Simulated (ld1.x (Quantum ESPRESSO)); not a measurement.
**Configuration tests for P (Z = 15) (PAW)**

```
Element                 : phosphorus
Generator               : ld1.x (Quantum ESPRESSO) 7.5
Type                    : PAW
Functional              : PW91
Relativity              : scalar-relativistic
Frozen core             : [Ne]
Valence charge          : 5
Reference configuration : 3s1 3p4
Partial waves           : 3s (bound): rcut 1.40, rcutus 1.70 bohr; 3s channel at -0.75 Ry: rcut 1.40, rcutus 1.70 bohr; 3p (bound): rcut 1.35, rcutus 1.50 bohr; 3p channel at 0.6 Ry: rcut 1.35, rcutus 1.50 bohr
Local potential         : all-electron potential smoothed inside 1.15 bohr (lloc = -1)
Core correction         : Bessel-smoothed model core inside 1.50 bohr
Augmentation charge     : PSQ, inside the norm-conserving radii
```

Energies are relative to the spin-unpolarised reference configuration 3s1 3p4; without spin polarisation the order of configurations can differ from experiment.

Give the all-electron excitation energy and the error of the potential for: 3s2 3p3; 3s2 3p2; 3s2 3p1; 3s2 3p3.3; 3s0 3p5; 3s1 3p3; 3s2 3p0.

```
valence configuration  charge  ΔE all-electron (eV)  error AE − PS (meV)
              3s2 3p3       0                -8.540                  0.0
              3s2 3p2      +1                 1.236                 -0.5
              3s2 3p1      +2                20.443                 -6.3
            3s2 3p3.3    -0.3                -9.859                  0.0
              3s0 3p5       0                 8.673                 -0.7
              3s1 3p3      +1                10.361                 -1.2
              3s2 3p0      +3                50.264                  -32
```

Levels in the configuration 3s2 3p3:

| level | all-electron (eV) | pseudo (eV) |
| --- | --- | --- |
| 3s | -14.016 | -14.015 |
| 3p | -5.548 | -5.547 |
